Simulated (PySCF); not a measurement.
## Two-component Hartree-Fock for Kr(25+) (krypton, charge +25)

Start: [Ne] 3s1; 3s1/2 filled at m_j = +1/2. Calculated with PySCF 2.14 in an uncontracted even-tempered set (19 s from 3.5 bohr⁻², ratio 2.4; 13 p from 4.5 bohr⁻², ratio 2.4; 5 d from 15 bohr⁻², ratio 2.6; 4 f from 22 bohr⁻², ratio 2.6): generalised Hartree-Fock with the X2C-1e Hamiltonian and a Gaussian nucleus; one run each with spin-orbit coupling (SO) switched off, then screened by Boettger's factors.

```csv
spinor shell,electrons,"ε, spin-free (eV)","ε, screened SO (eV)",weight of nominal j (screened SO),"rms radius, screened SO (bohr)"
1s1/2,2,-15613.6,-15613.3,1.000,0.0477
2s1/2,2,-3100.6,-3100.5,1.000,0.194
2p1/2,2,-2877.8,-2916.2,1.000,0.170
2p3/2,4,-2877.8,-2859.5,1.000,0.174
3s1/2,1,-1204.7,-1204.7,1.000,0.475
```

```json
{"quantity": "E (hartree)", "spin-free": "-2370.12624", "screened SO": "-2370.27875"}
{"quantity": "M_J", "spin-free": "1/2", "screened SO": "1/2"}
{"quantity": "⟨J²⟩", "spin-free": "0.750", "screened SO": "0.750"}
{"quantity": "⟨L²⟩", "spin-free": "0.000", "screened SO": "0.002"}
{"quantity": "⟨S²⟩", "spin-free": "0.750", "screened SO": "0.752"}
```

Each row is a mean over spinors that exchange with the open shell spreads, by up to 5.998 eV (2s1/2).

Without spin-orbit coupling the j labels of p, d and f shells carry no meaning; the spin-free column gives the mean over the occupied spinors of each nl shell.
